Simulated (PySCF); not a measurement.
These are B3LYP-D3(BJ)/def2-TZVP (PySCF 2.14.0) values and carry that method's errors. All species are isolated molecules in the gas phase. One relaxed conformer stands for a flexible species; it need not be the lowest. B3LYP has the VWN-RPA correlation part, as in Gaussian. Excitations are Tamm–Dancoff values on a coarser integration grid. The basis has no diffuse functions, so Rydberg states are missing or too high.

Reference species (SMILES): `O[Si](O)(O)O` (neutral, multiplicity 1).

| Property | Result |
|---|---|
| S1 oscillator strength | 0.007 |
| brightest of the four lowest singlets (TDA) | 8.67 eV |

Changed species: `N[Si](N)(N)O` (3 of 4 OH replaced by NH2; the reference has 0 of 4 OH replaced by NH2).

### Question
Predict the effect on the S1 oscillator strength and brightest of the four lowest singlets (TDA).

### Answer
the S1 oscillator strength stays essentially unchanged; the brightest of the four lowest singlets (TDA) falls by 2.08 eV, to 6.59 eV.
